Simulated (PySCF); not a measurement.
## Peak assignment

Atom-mapped SMILES (the numbers label the heavy atoms): `[CH2:1]=[CH:2]/[CH:3]=[C:4](/[CH3:5])[SiH2:6][F:7]`. Hydrogens are named by the atom that carries them. Ha(C1) is cis to C3; Hb(C1) is trans to C3.

- shieldings: GIAO PBE0/pcSseg-1
- geometry: GFN2-xTB
- code: PySCF 2.14.0 with density-fitted response routines
- one computed conformer, gas phase, relativity neglected, rapidly exchanging positions averaged

Scale: TMS for ¹³C (186.93 ppm), ¹H (31.72 ppm) (reference shieldings calculated alike).

Q: Assign these signals to the numbered atoms. ¹³C{¹H} NMR (computed): δ 151.7 (CH), 145.4 (C), 142.4 (CH), 125.9 (CH2), 26.1 (CH3).

A: 
```tsv
δ (ppm)	atoms	environment	reason
151.7	C3	alkene CH	an sp2 carbon of a C=C bond
145.4	C4	fully substituted alkene carbon	as expected for a trigonal carbon in a double bond
142.4	C2	alkene CH	an sp2 carbon of a C=C bond
125.9	C1	terminal =CH2 carbon	an sp2 carbon of a C=C bond
26.1	C5	allylic methyl carbon	a saturated carbon with 1 carbon neighbour and no heteroatom attached
```

Q: Assign these signals to the numbered atoms. ¹H NMR (400 MHz, computed): δ 6.82 (m, 1H), 6.16 (m, 1H), 5.61 (m, 2H), 5.49 (m, 1H), 5.44 (m, 1H), 2.19 (s, 3H).

A: 
```tsv
δ (ppm)	atoms	environment	reason
6.82	H(C3)	hydrogen on an alkene CH	olefinic region
6.16	H(C2)	hydrogen on an alkene CH	–
5.61	H(Si6)	hydrogen on a silicon bonded to C, F	–
5.49	Ha(C1)	hydrogen on a terminal =CH2 carbon	a vinylic proton, deshielded by the sp2 carbon and the C=C anisotropy
5.44	Hb(C1)	hydrogen on a terminal =CH2 carbon	–
2.19	H(C5)	hydrogen on an allylic methyl carbon	allylic position
```

Ha(C1) and Hb(C1) lie closer than the usual error of such a calculation, so a measured spectrum could show them in the other order.

Splittings by ¹⁹F in the carbon and heteronuclear signals aren't shown, as no couplings were computed. Shifts are as computed. Against solution values, carbons near 30 ppm lie about +3 ppm off and those near 130 ppm about +5 ppm. Of 1211 compounds with measured shifts, 218 miss one by over three times the rms of a fit or turn the order of signals round; such compounds aren't used in these exercises. Multiplicities follow the n + 1 count of equivalent neighbours, as no J values were calculated; m marks all less simple cases, F and P coupling included.
